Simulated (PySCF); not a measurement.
How the method changes the constants of KB⁺

State: ²Σ⁺ (doublet), unpaired electrons σ ↑. Set-up: K def2-SVPD, B def2-SVPD; no relativity (PySCF 2.14). De refers to K⁺ + B in their high-spin ground configurations, without counterpoise correction. The functionals are run spin-unrestricted. A positive dipole points towards B; it is taken about the centre of mass and depends on that origin.

```tsv
Level	Re (Å)	ωe (cm⁻¹)	De (eV)	μ (D)	CPU s a point (SCF and correlation, without the integrals)
UHF	3.469	135	0.301	-2.26	0.072
UHF-MP2	3.429	138	0.328	n/a	0.12
UHF-SCS-MP2	3.443	136	0.320	n/a	n/a
UHF-CCSD	3.455	133	0.314	n/a	n/a
UHF-CCSD(T)	3.454	133	0.316	n/a	2.3
PBE	3.380	137	0.374	-1.91	0.37
revPBE	3.462	126	0.341	-2.01	0.24
r²SCAN	3.396	137	0.332	-2.08	0.52
B3LYP	3.377	139	0.347	-2.03	0.43
PBE0	3.362	142	0.357	-2.00	0.58
M06	3.343	142	0.353	-1.96	0.55
```

The bond length runs from 3.343 Å (M06) to 3.469 Å (UHF). De spans 0.30 eV (UHF, mean field) to 0.37 eV (PBE, GGA). Correlation at CCSD(T) changes the Hartree–Fock bond energy by +0.02 eV; the triples alone change it by +0.01 eV.

Correlated steps freeze 6 core orbitals. The bond is weak. Basis-set superposition, not corrected here, can be much of De in a small basis, most of all at correlated wavefunction levels. For an ion De counts to the pair picked by the measured ionisation energies or electron affinities, which need not be the lowest pair at this level. The state was picked by a PBE0 search and need not be the measured ground state.

The whole job (state search and all levels along the bond) took about 1.1 min on 1 thread of Arm Neoverse V2 (shared host), peak memory 0.52 GiB.
